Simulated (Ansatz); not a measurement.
```yaml
crystal:
  periodic: [false, false, false]
  atoms:
    - {symbol: F, position_ang: [-4.032371, 0.985612, 1.020466]}
    - {symbol: P, position_ang: [-2.620228, 1.528482, 1.341777]}
    - {symbol: F, position_ang: [-2.715860, 1.591175, 2.884107]}
    - {symbol: F, position_ang: [-2.828905, 3.022505, 1.003172]}
    - {symbol: Ag, position_ang: [-0.836279, 0.486420, 0.422855]}
    - {symbol: N, position_ang: [0.757830, -0.449689, -0.402899]}
    - {symbol: Si, position_ang: [1.758742, 0.461154, -1.445705]}
    - {symbol: Si, position_ang: [1.018443, -2.083585, 0.023135]}
    - {symbol: H, position_ang: [1.182837, 1.825759, -1.643097]}
    - {symbol: H, position_ang: [1.900863, -0.160785, -2.797305]}
    - {symbol: H, position_ang: [3.144736, 0.645842, -0.916794]}
    - {symbol: H, position_ang: [-0.097255, -2.568026, 0.891358]}
    - {symbol: H, position_ang: [2.286869, -2.297728, 0.784651]}
    - {symbol: H, position_ang: [1.080576, -2.987136, -1.165732]}
basis:
  gaussian: {orbitals: STO-3G, fitting: {mean_field: cc-pVTZ-jkfit}, nuclear_model: gaussian}
total_charge: -1
magnetization: {spin_polarized: true, initial_magnetization: 1}
hamiltonian: {xc: {name: M06-2X}, dispersion: d3bjatm}
output: {forces: true}
```

```sh
$ ansatz run in.yaml --threads 4 --pin off --events-out ev --progress --plain --max-ram 66560MiB --backend cpu
```

It prints (some lines left out):

```
Error: YAML parse error: error: line 22 column 19: hamiltonian.xc: no functional is named "M06-2X"; the names, which are not case-sensitive, are SVWN5, SPW92, PBE, PBE0, PBEsol, revPBE, revPBE0, RPBE, rPW86-PBE, HSE06, wPBEh, LC-wPBE, HISS, HF, BLYP, B3LYP, B3LYP5, BHLYP, CAM-B3LYP, r2SCAN, r2SCANh, r2SCAN0, r2SCAN50, m-r2SCAN, B97, wB97, wB97X, wB97X-V, B97M-V, wB97M-V, B2PLYP, B2GP-PLYP, PBE0-DH, PBE-QIDH
20 | total_charge: -1
21 | magnetization: {spin_polarized: true, initial_magnetization: 1}
22 | hamiltonian: {xc: {name: M06-2X}, dispersion: d3bjatm}
23 | output: {forces: true}
```

In this input the method's name isn't one that the program takes here. The program refused the input.
